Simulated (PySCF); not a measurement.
Compound: bromoketene, C2HBrO.
SMILES with atom numbers: `[O:1]=[C:2]=[CH:3][Br:4]` (hydrogens: H5 on C3)

Theory: core-valence-separated Tamm–Dancoff BHandHLYP/aug-pcX-1 (pcseg-1 on H, def2-SVPD on Br) in PySCF, non-relativistic, gas phase, PBE0-D3(BJ)/def2-SVP geometry. BHandHLYP without relativity tends to put these K edges a few eV too low, so spacings mean more than positions.

Question: List the oxygen K-edge absorption lines.

Answer: 
```json
{"E (eV)": "529.92", "f": "0.0478", "core hole on": "O1", "main final orbital": "LUMO (81 %)", "polarisation": "in plane"}
{"E (eV)": "534.17", "f": "0.0313", "core hole on": "O1", "main final orbital": "LUMO+4 (76 %)", "polarisation": "out of plane"}
{"E (eV)": "535.14", "f": "0.0034", "core hole on": "O1", "main final orbital": "LUMO+1 (68 %)", "polarisation": "in plane"}
{"E (eV)": "536.77", "f": "0.0041", "core hole on": "O1", "main final orbital": "LUMO+2 (38 %)", "polarisation": "in plane"}
{"E (eV)": "537.13", "f": "0.0027", "core hole on": "O1", "main final orbital": "LUMO+5 (77 %)", "polarisation": "in plane"}
{"E (eV)": "537.37", "f": "0.0008", "core hole on": "O1", "main final orbital": "LUMO+6 (78 %)", "polarisation": "–"}
{"E (eV)": "537.41", "f": "0.0013", "core hole on": "O1", "main final orbital": "LUMO+3 (39 %)", "polarisation": "in plane"}
```

The first line with a tenth or more of the strongest one's intensity is at 529.92 eV (f = 0.048), with the hole on O1 (oxygen bonded to C), polarised in plane. It is also the strongest listed.

Question: What does the C 1s absorption edge look like?

Answer: 
```csv
E (eV),f,core hole on,main final orbital,polarisation
283.56,0.0644,C2,LUMO (80 %),in plane
283.68,0.0401,C3,LUMO (90 %),in plane
285.85,0.0463,C3,LUMO+4 (69 %),out of plane
286.13,0.0129,C3,LUMO+1 (50 %),in plane
286.79,0.0829,C2,LUMO+4 (63 %),out of plane
287.56,0.0253,C3,LUMO+1 (41 %),in plane
288.28,0.0244,C3,spread,in plane
288.96,0.0016,C3,LUMO+3 (57 %),in plane
289.09,0.0055,C3,LUMO+6 (90 %),out of plane
289.17,0.0013,C2,LUMO+1 (74 %),in plane
289.99,0.0020,C3,LUMO+9 (46 %),in plane
```

The first line with a tenth or more of the strongest one's intensity is at 283.56 eV (f = 0.064), with the hole on C2 (central carbon of a ketene), polarised in plane. The strongest listed is at 286.79 eV (f = 0.083; C2).

Roots within 0.03 eV whose holes lie on the same, on equivalent or on shared atoms are summed into one line, and the highest roots are left out, as the search may have cut off their partners. Final orbitals are the ground state's empty Kohn–Sham orbitals. A dash: too weak, shared between unlike atoms, or no plane or axis to refer to.

Question: What length of transition dipole belongs to the line at 529.92 eV?

Answer: From f = (2/3) ΔE |μ|² in atomic units, with ΔE = 19.474 Eh and f = 0.0478: |μ| = 0.061 au = 0.15 D.

The ionisation thresholds weren't computed; near and above them a finite basis only mimics Rydberg series and continuum. Relativistic effects, spin–orbit coupling among them, are left out although an element past zinc is present.

Hardware: one thread, AMD EPYC 9R45 (x86_64), no GPU (shared host). Cost: 2.2 s wall, 0.57 GiB resident at most.
